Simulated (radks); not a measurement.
Charge is removed step by step from the 5s1/2 level of the cadmium ion Cd+, starting from [Kr] 4d10 5s1. Method: Dirac Kohn-Sham, PBEsol, spin-unpolarised, spherical densities, point nucleus; computed with a radial shooting solver on a logarithmic mesh with Libxc functionals.

removed (e)  E - E(0) (eV)  eigenvalue (eV)  E minus straight line (eV)
0                    0.000          -13.077                       0.000
0.1                  1.347          -13.862                      -0.363
0.2                  2.773          -14.654                      -0.647
0.3                  4.278          -15.453                      -0.851
0.4                  5.863          -16.258                      -0.976
0.5                  7.530          -17.071                      -1.019
0.6                  9.278          -17.890                      -0.981
0.7                 11.108          -18.715                      -0.860
0.8                 13.021          -19.547                      -0.657
0.9                 15.017          -20.383                      -0.371
1                   17.098          -21.223                       0.000

Removing the whole electron costs 17.098 eV by Delta-SCF, against 13.077 eV from minus the eigenvalue at the starting occupation. Slater's transition state (half an electron removed) gives 17.071 eV. Integrating minus the eigenvalue over the occupation (Janak's theorem) gives 17.098 eV. The mean slope of the eigenvalue, de/dn, is 8.15 eV per electron. Ionisation energy of Cd+ in the NIST Atomic Spectra Database: 16.908 eV (measured).

Beside tabulated values, note that spin-unpolarised runs miss the spin-polarisation part of the exchange energy of open shells.
